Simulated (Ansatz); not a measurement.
Input file for Ansatz (a quantum-chemistry and plane-wave program): R-B3LYP-D3(BJ)/def2-TZVP on C3H5N (a complex).

Ansatz 0.2 input:
```yaml
crystal:
  periodic: [false, false, false]
  atoms:
    - {symbol: C, position_ang: [-0.09216984, 0.60290340, 0.35271837]}
    - {symbol: C, position_ang: [-0.23355716, -0.67719833, 0.07426239]}
    - {symbol: H, position_ang: [0.84654239, 1.01481444, 0.68811718]}
    - {symbol: H, position_ang: [-0.90753440, 1.30247860, 0.25745149]}
    - {symbol: H, position_ang: [-1.17142662, -1.08846110, -0.26397468]}
    - {symbol: H, position_ang: [0.58326586, -1.37652169, 0.16803321]}
    - {symbol: C, position_ang: [0.27992652, -0.31371990, 3.69398723]}
    - {symbol: N, position_ang: [0.90063359, -0.14365676, 4.63266459]}
    - {symbol: H, position_ang: [-0.29227436, -0.45875137, 2.81426735]}
basis:
  gaussian:
    orbitals: def2-TZVP
hamiltonian:
  xc: b3lyp
  dispersion: d3bj
relax: {f_tol: 0.004, max_steps: 120}
scf: {lower_state_search: off}
```

Q: Give the final energy of this run.

A: -172.0980 hartree.

Q: How many basis functions does it have, and what does it roughly cost on one machine?

A: 154 functions; about 21 core-seconds (a rough figure).
